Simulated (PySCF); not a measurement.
Numbering as in the mapped SMILES `[BH:1]1[O:2][BH:3][O:4][BH:5][O:6]1` (H(Xn): hydrogen on atom n).

Geometry: PBE0-D3(BJ)/def2-SVP; GIAO absolute shieldings from PySCF 2.14.0 with density-fitted response routines, gas phase, non-relativistic, averaged over equivalent atoms.

At PBE0/6-31G* (90 basis functions, 5.2 s wall time on 1 thread of an Arm Neoverse V2, shared host):
| atoms | σ (ppm) |
| --- | --- |
| B1/B3/B5 | 87.3 |
| O2/O4/O6 | 136.8 |
| H(B1)/H(B3)/H(B5) | 27.13 |

Task: Predict the values at PBE0/pcSseg-2 on the same geometry.

Result: 
```csv
atoms,σ at PBE0/pcSseg-2,change
B1/B3/B5,72.3,-15.0
O2/O4/O6,108.8,-28.0
H(B1)/H(B3)/H(B5),26.58,-0.55
```

The largest change is at O2/O4/O6 (oxygen bonded to 2 B, in a 6-membered ring). Cost: 258 basis functions, 21 s wall time on 1 thread of an Arm Neoverse V2, shared host.
